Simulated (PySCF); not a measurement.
C₂F₃O, multiplicity 2. Atoms are numbered in the order given.

```xyz
6

O     -0.0028     2.0741     0.0000
C      0.6242     1.0791     0.0000
C      0.0198    -0.3529     0.0000
F     -1.3131    -0.3373     0.0000
F      0.4431    -0.9953     1.0864
F      0.4431    -0.9953    -1.0864
```
Charge 0, spin multiplicity 2.

Coordinates come from a r2SCAN-D4/def2-SVP optimisation. The isomer is the one that the SMILES or the coordinates give; other isomers of the formula were not compared.

Method: CAM-B3LYP/def2-TZVP run with PySCF.

Atomic charges (e):

```
atom  meta-Löwdin  Löwdin  Mulliken  Mulliken spin
----  -----------  ------  --------  -------------
O1          -0.22    0.24       ___           0.26
C2           0.20   -0.19       ___           0.57
C3           0.77   -0.72       ___           0.14
F4          -0.25    0.22       ___           0.02
F5          -0.25    0.23       ___           0.00
F6          -0.25    0.23       ___           0.00
```

Problem. Fill in the missing entries. (An estimate is asked for; the answer gives what the named calculation found.)

Solution. 
- O1, Mulliken: -0.10
- C2, Mulliken: 0.02
- C3, Mulliken: 0.51
- F4, Mulliken: -0.14
- F5, Mulliken: -0.15
- F6, Mulliken: -0.15

Computed Mayer and Wiberg (Löwdin basis) orders of the bonds:
```csv
bond,Mayer,Wiberg
O1–C2,2.27,3.03
C2–C3,0.88,1.17
C3–F4,1.17,1.80
C3–F5,1.15,1.79
C3–F6,1.15,1.79
```
